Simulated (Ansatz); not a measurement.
Ideal-gas functions of C4H3ClSe, SMILES `Clc1ccc[se]1` at 500 K and 1 bar, from an Ansatz frequency run at PBE0-D4/def2-TZVP.

Molar mass 165.48 g/mol, point group Cs (symmetry number 1), electronic degeneracy 1, moments of inertia 148.009, 306.629, 454.637 u Å². Harmonic wavenumbers (cm⁻¹, unscaled): 205, 216, 395, 434, 538, 549, 664, 694, 810, 845, 919, 1002, 1070, 1110, 1249, 1368, 1496, 1589, 3212, 3233, 3266.

Use S(trans) = R[1.5 ln M + 2.5 ln T − 1.1517]; rotational temperatures θ = 24.2544 K / I; S(rot) = R[ln(√π/σ · √(T³/θAθBθC)) + 1.5]; for each mode x = 1.438777 ν̃/T, S = R[x/(eˣ − 1) − ln(1 − e⁻ˣ)] and H = RT x/(eˣ − 1); 1 cm⁻¹ = 0.0119627 kJ/mol; R = 8.31446 J/(mol·K).

Task: By hand: the entropy, in J/(mol·K).

Result: Translation 183.3. Rotation: θ = 0.1639, 0.0791, 0.0533 K, giving 125.0. Vibration, mode by mode: 12.82, 12.40, 7.68, 6.99, 5.46, 5.33, 4.09, 3.82, 2.94, 2.71, 2.29, 1.90, 1.63, 1.48, 1.08, 0.82, 0.60, 0.48, 0.01, 0.01, 0.01, in all 74.6. Electronic 0.0. Sum 382.9 J/(mol·K).

Task: By hand: H − E and G − E in kJ/mol, counted from the electronic energy.

Result: Zero-point energy ½ × 24864 × 0.0119627 = 148.7; thermal vibration 22.5; translation, rotation and pV give 4 RT = 16.6. H − E = 187.8 kJ/mol, and G − E = 187.8 − 500 × 382.9/1000 = -3.7 kJ/mol.

Vibration gives 19 % of the entropy.
